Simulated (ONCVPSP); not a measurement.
# Scattering properties, ONCV potential for Rh (Z = 45)

ONCVPSP 4.0.1 input, shortened (lines: element, Z, core and valence counts, functional; n l f; lmax; l rc ep ncon nbas qcut; lloc lpopt rc5 dvloc0; l nproj debl; icmod fcfact rcfact), PBE, scalar-relativistic:

```
  Rh 45.00    6    4        4      upf
    1    0    2.00
    2    0    2.00
    2    1    6.00
    3    0    2.00
    3    1    6.00
    3    2   10.00
    4    0    2.00
    4    1    6.00
    4    2    7.00
    5    0    2.00
    2
    0    1.55    0.00    5    8    8.20
    1    1.60    0.00    4    8    8.60
    2    1.95    0.00    4    9    8.30
    4    5    1.55   -1.00
    0    2    2.00
    1    3    2.30
    2    2    1.70
    0    0.00    0.00
```

The phase is arctan(r·R′/R) of the radial function R(r), unwrapped; energies in Ha, scanned from -5 to 5 Ha. A pole is an energy at which the radial function vanishes at the test radius. The pseudo phase is shifted by a multiple of π to meet the all-electron one at the reference energy, and phase errors are pseudo minus all-electron; the curves can meet again beyond the range given. Levels narrower than the energy grid can be missing from the lists of poles.

For each channel, where are the poles, and over which energies does the pseudopotential scatter like the atom?

```json
{"channel": "s", "radius (bohr)": "1.58", "reference energy (Ha)": "-0.20", "poles, all-electron": "-2.64", "poles, pseudo": "-2.64", "unbroken range about the reference energy with phases within 0.05 rad": "the whole range", "phase error 1 Ha above the reference energy (rad)": "-0.000"}
{"channel": "p", "radius (bohr)": "1.62", "reference energy (Ha)": "-1.98", "poles, all-electron": "-1.33", "poles, pseudo": "-1.33", "unbroken range about the reference energy with phases within 0.05 rad": "the whole range", "phase error 1 Ha above the reference energy (rad)": "+0.000"}
{"channel": "d", "radius (bohr)": "1.98", "reference energy (Ha)": "-0.32", "poles, all-electron": "0.20", "poles, pseudo": "0.20", "unbroken range about the reference energy with phases within 0.05 rad": "the whole range", "phase error 1 Ha above the reference energy (rad)": "-0.000"}
```

Phases in the d channel:

```json
{"E (Ha)": "-4.96", "all-electron": "1.375", "pseudo": "1.375"}
{"E (Ha)": "-4.72", "all-electron": "1.369", "pseudo": "1.369"}
{"E (Ha)": "-4.48", "all-electron": "1.362", "pseudo": "1.362"}
{"E (Ha)": "-4.24", "all-electron": "1.355", "pseudo": "1.355"}
{"E (Ha)": "-4.00", "all-electron": "1.346", "pseudo": "1.346"}
{"E (Ha)": "-3.76", "all-electron": "1.337", "pseudo": "1.337"}
{"E (Ha)": "-3.52", "all-electron": "1.326", "pseudo": "1.326"}
{"E (Ha)": "-3.28", "all-electron": "1.314", "pseudo": "1.314"}
{"E (Ha)": "-3.04", "all-electron": "1.299", "pseudo": "1.299"}
{"E (Ha)": "-2.80", "all-electron": "1.282", "pseudo": "1.282"}
{"E (Ha)": "-2.56", "all-electron": "1.262", "pseudo": "1.262"}
{"E (Ha)": "-2.32", "all-electron": "1.236", "pseudo": "1.236"}
{"E (Ha)": "-2.08", "all-electron": "1.204", "pseudo": "1.203"}
{"E (Ha)": "-1.84", "all-electron": "1.159", "pseudo": "1.159"}
{"E (Ha)": "-1.60", "all-electron": "1.097", "pseudo": "1.097"}
{"E (Ha)": "-1.36", "all-electron": "0.998", "pseudo": "0.998"}
{"E (Ha)": "-1.12", "all-electron": "0.820", "pseudo": "0.820"}
{"E (Ha)": "-0.88", "all-electron": "0.433", "pseudo": "0.433"}
{"E (Ha)": "-0.64", "all-electron": "-0.366", "pseudo": "-0.366"}
{"E (Ha)": "-0.40", "all-electron": "-1.050", "pseudo": "-1.050"}
{"E (Ha)": "-0.16", "all-electron": "-1.358", "pseudo": "-1.358"}
{"E (Ha)": "0.08", "all-electron": "-1.516", "pseudo": "-1.516"}
{"E (Ha)": "0.32", "all-electron": "-1.618", "pseudo": "-1.618"}
{"E (Ha)": "0.56", "all-electron": "-1.699", "pseudo": "-1.699"}
{"E (Ha)": "0.80", "all-electron": "-1.774", "pseudo": "-1.774"}
{"E (Ha)": "1.04", "all-electron": "-1.855", "pseudo": "-1.855"}
{"E (Ha)": "1.28", "all-electron": "-1.954", "pseudo": "-1.954"}
{"E (Ha)": "1.52", "all-electron": "-2.094", "pseudo": "-2.094"}
{"E (Ha)": "1.76", "all-electron": "-2.316", "pseudo": "-2.316"}
{"E (Ha)": "2.00", "all-electron": "-2.699", "pseudo": "-2.699"}
{"E (Ha)": "2.24", "all-electron": "-3.265", "pseudo": "-3.265"}
{"E (Ha)": "2.48", "all-electron": "-3.776", "pseudo": "-3.776"}
{"E (Ha)": "2.72", "all-electron": "-4.086", "pseudo": "-4.085"}
{"E (Ha)": "2.96", "all-electron": "-4.264", "pseudo": "-4.264"}
{"E (Ha)": "3.20", "all-electron": "-4.375", "pseudo": "-4.375"}
{"E (Ha)": "3.44", "all-electron": "-4.451", "pseudo": "-4.450"}
{"E (Ha)": "3.68", "all-electron": "-4.505", "pseudo": "-4.505"}
{"E (Ha)": "3.92", "all-electron": "-4.547", "pseudo": "-4.547"}
{"E (Ha)": "4.16", "all-electron": "-4.581", "pseudo": "-4.581"}
{"E (Ha)": "4.40", "all-electron": "-4.609", "pseudo": "-4.609"}
{"E (Ha)": "4.64", "all-electron": "-4.632", "pseudo": "-4.632"}
{"E (Ha)": "4.88", "all-electron": "-4.653", "pseudo": "-4.653"}
```
